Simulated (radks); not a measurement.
Results of a calculation; reference values are marked as such.
All-electron atom: As0.5+ in [Ar] 3d10 4s2 4p(up 1.5, down 1) (fractional occupations, a model configuration). Code: a radial shooting solver on a logarithmic mesh with Libxc functionals. Model: non-relativistic Kohn-Sham, PBE, spin-polarised, spherical densities, point nucleus.

Normalised radial functions P(r) = r R(r), r in bohr:

```
   r/bohr * 3d up, o 4p up, + 4p down (the largest magnitude, 1.19, reaches the edge; | marks zero, & curves that meet)
 0.001742                             &
 0.002286                             &
 0.003001                             &
 0.003971                             &
 0.005212                             &
 0.006841                             &
 0.008979                             &
  0.01179                             &
  0.01547                             &
  0.02047                             *&
  0.02687                             *&
  0.03527                             * &
  0.04629                             |*&
  0.06076                             |* &
  0.07975                             |  *&
   0.1047                             |   &*
   0.1385                             |   &   *
   0.1818                             | &          *
   0.2386                            &|                 *
   0.3132                         &   |                      *
   0.4111                      &      |                          *
   0.5397                       &     |                          *
    0.714                           & |                      *
   0.9372                             |   &             *
     1.23                             |          &
    1.615                             |     *        &
     2.12                             | *             &
    2.782                             |*           &
    3.681                             *       &
    4.832                             *   &
    6.342                             *o+
    8.324                             &
```

3d up: eigenvalue -46.354 eV, 0 radial nodes, <r> = 0.675 bohr, 90 % of the charge inside 1.13 bohr. 4p up: eigenvalue -9.320 eV, 2 radial nodes at r = 0.218, 0.783 bohr, <r> = 2.42 bohr, 90 % of the charge inside 3.72 bohr. 4p down: eigenvalue -8.903 eV, 2 radial nodes at r = 0.218, 0.782 bohr, <r> = 2.43 bohr, 90 % of the charge inside 3.76 bohr.
